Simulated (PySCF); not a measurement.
Potential energy curve for AlN, triplet.

Levels: UMP2/3-21G = PySCF 2.14.0 with unrestricted MP2 (frozen core)/3-21G; UCCSD(T) = CCSD(T) on UHF/cc-pVDZ, 6 core orbitals frozen run with PySCF.

Energies relative to the lowest point of each curve near equilibrium, in eV:

| R / Å | UMP2/3-21G |
|---|---|
| 1.35 | 6.225 |
| 1.42 | 4.192 |
| 1.52 | 2.255 |
| 1.61 | 1.295 |
| 1.67 | 0.919 |
| 1.75 | 0.501 |
| 1.79 | 0.336 |
| 1.84 | 0.179 |
| 1.90 | 0.057 |
| 1.96 | 0.000 |
| 2.05 | 0.029 |
| 2.20 | 0.261 |

### Question
Predict the corresponding UCCSD(T) column.

### Answer
1.35: 5.289; 1.42: 3.397; 1.52: 1.673; 1.61: 0.792; 1.67: 0.441; 1.75: 0.418; 1.79: 0.262; 1.84: 0.120; 1.90: 0.033; 1.96: 0.000; 2.05: 0.032; 2.20: 0.221 (eV).

The scan ran from 1.35 to 7.23 Å; beyond the distances shown one of the unrestricted levels run for this scan, shown here or not, changes its spin distribution in one step. The unrestricted determinant behind UMP2/3-21G is spin-contaminated at 1.35, 1.61 to 1.79 Å (<S²> up to 2.2, against 2.00 for a pure triplet). The unrestricted determinant behind UCCSD(T) is spin-contaminated at 1.35, 1.52 to 1.84 Å (<S²> up to 2.2, against 2.00 for a pure triplet).
